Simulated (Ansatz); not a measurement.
Relaxation of CH3F3Ge (8 atoms, charge 0, multiplicity 1), to a largest force component of 0.02 eV/Å in at most 40 steps.

The calculation used RKS PBE/def2-SVP (Ansatz).

```xyz
8
Properties=species:S:1:pos:R:3:forces:R:3
Ge 0.000 0.000 0.000 0.04 0.00 3.45
C 0.000 0.000 1.960 0.00 0.00 -0.21
H -1.000 -0.309 2.330 0.11 0.04 -0.05
H 0.768 -0.711 2.330 -0.08 0.07 -0.05
H 0.232 1.020 2.330 -0.02 -0.11 -0.05
F 1.584 0.000 -0.559 1.81 0.00 -1.02
F -0.791 1.371 -0.559 -0.93 1.61 -1.03
F -0.791 -1.371 -0.559 -0.93 -1.61 -1.03
```

Problem. Where does it end, and by what steps?

Solution. The run converged. After 3 steps the energy has fallen by 0.242 eV; Ge1 moved furthest, 0.06 Å.

```
step  energy less start (eV)  largest force component (eV/Å)  accepted
   0                  0.0000                           3.447       yes
   1                 -0.2012                           1.454       yes
   2                 -0.2414                           0.085       yes
   3                 -0.2425                           0.010       yes
```

```xyz
8
Properties=species:S:1:pos:R:3
Ge 0.000 0.000 0.064
C 0.000 0.000 1.995
H -1.003 -0.294 2.356
H 0.756 -0.722 2.357
H 0.247 1.016 2.356
F 1.600 0.010 -0.618
F -0.808 1.381 -0.619
F -0.791 -1.391 -0.619
```

Whether the end is a true minimum wasn't checked by a vibrational analysis.

The run took 7.4 s on 2 threads of Arm Neoverse V2 (shared host), peak memory 0.14 GiB.
